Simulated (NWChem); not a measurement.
# C₂H₂F, doublet; SMILES [C](F)=C

Results from NWChem. Pople sets run with spherical d functions. Spin-unrestricted. In the optimisation the excess spin sits in a' (Cs, its own frame). Geometry: optimised at PBE0/def2-SVP, spin-unrestricted. No stability test was run on the SCF state.

For level LDA (Slater exchange, VWN5)/6-31G*:

| Quantity | Value |
|---|---|
| highest occupied level (eV) | -5.49 |
| lowest empty minus highest occupied level, either spin (eV) | 1.90 |
| dipole (D) | 0.74 |
| <S²> | 0.756 |

Task: What are these values for level MPW1K/6-31G*?

Result: 
* **highest occupied level (eV)**: -8.44
* **lowest empty minus highest occupied level, either spin (eV)**: 7.52
* **dipole (D)**: 0.90
* **<S²>**: 0.775
